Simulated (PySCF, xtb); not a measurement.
Si(F)2(Me)(NH2) (CH5F2NSi), SMILES C[Si](N)(F)F.

GFN2-xTB run with xtb 6.7.1 at its own geometry gives an orbital gap of 7.24 eV and a dipole moment of 3.80 D.

Geometry: PBE0-D3(BJ)/def2-SVP. The structure was generated by enumeration, and PubChem lists no compound with its InChIKey, so it may never have been made. One conformer was computed; it need not be the lowest.

Q: What does PBE/def2-TZVP run with PySCF give? (Estimate from the structure and the level; the computed values follow.)

A: gap 6.42 eV (levels -6.60 and -0.18 eV), dipole 2.69 D.
